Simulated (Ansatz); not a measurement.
C₂H₄BClO, SMILES `ClBC1CO1`. Total charge 0; spin multiplicity 1.

```xyz
9

Cl    1.309    1.451    1.508
B     0.047    1.350    0.316
C    -0.071    0.113   -0.599
C    -0.140   -1.229    0.036
O     1.002   -0.832   -0.657
H    -0.742    2.243    0.261
H    -0.619    0.203   -1.536
H    -0.756   -1.985   -0.444
H    -0.030   -1.313    1.115
```

Question: Give the diagnostics of a CCSD(T)/def2-TZVPP run (frozen core, the Gaussian-basis code of Ansatz). (Estimate.)

Answer: The calculation gave: T1 = 0.0122, largest single amplitude 0.034, largest double 0.027, (T) share of the correlation energy 4.2 %, 10 CCSD cycles. The RHF solution is stable towards an unrestricted one. T1 lies under the customary mark of 0.02 for closed shells.
